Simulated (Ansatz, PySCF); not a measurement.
B(OH) (BHO), SMILES [B]O (connectivity only; charge and spin as stated), neutral, multiplicity 1.

Geometry: PBE0-D3(BJ)/def2-TZVPD. The geometry has at least one imaginary mode, so it is a saddle point at that level.

Vertical ionisation energy (IE) and electron affinity (EA) in eV. Rows of orbital energies are one-electron estimates. Where ΔSCF, EOM or ADC give a negative EA the extra electron is unbound and the value depends on the basis.

```json
[
 {"level": "−ε(HOMO), −ε(LUMO), r2SCAN/def2-TZVPD (PySCF)", "IE": "5.91", "EA": "0.69"},
 {"level": "−ε(HOMO), −ε(LUMO), M06-2X/def2-TZVPD (PySCF)", "IE": "___", "EA": "___"},
 {"level": "−ε(HOMO), −ε(LUMO), PBE/def2-TZVPD (PySCF)", "IE": "5.70", "EA": "1.14"},
 {"level": "EOM-CCSD/aug-cc-pVDZ (PySCF)", "IE": "9.67", "EA": "-0.45"},
 {"level": "ADC(2)/aug-cc-pVDZ (PySCF)", "IE": "9.43", "EA": "-0.46"},
 {"level": "ΔSCF, PBE0/def2-TZVPD (Ansatz), final states of multiplicity 2 and 2", "IE": "9.49", "EA": "-0.54"},
 {"level": "ΔSCF, PBE/def2-TZVPD (Ansatz), final states of multiplicity 2 and 2", "IE": "9.49", "EA": "-0.48"}
]
```

**Question.** What belongs in the gaps? (The exact figures need the calculation; the answer reports its results.)

**Answer.** 
- −ε(HOMO), −ε(LUMO), M06-2X/def2-TZVPD (PySCF), IE: 7.97
- −ε(HOMO), −ε(LUMO), M06-2X/def2-TZVPD (PySCF), EA: 0.28

**Question.** What vertical singlet–triplet gap does ΔSCF give with PBE0/def2-TZVPD (Ansatz, a first-principles code) and with PBE/def2-TZVPD (Ansatz)? (The exact figures need the calculation; the answer reports its results.)

**Answer.** 3.37 and 3.42 eV (triplet above singlet where positive).

Computed lowest 1s main lines (those of the lightest heavy element) from CVS-ADC(2)-x/aug-cc-pVDZ (PySCF, non-relativistic), with pole strengths:
201.0 eV (1.58).

**Question.** Beyond the first one, list the lowest photoelectron lines from ADC(2)/aug-cc-pVDZ (PySCF) with their pole strengths (two spins summed). (An estimate is asked for; the answer gives what the named calculation found.)

**Answer.** 13.98 eV (1.75), 13.98 eV (1.75).
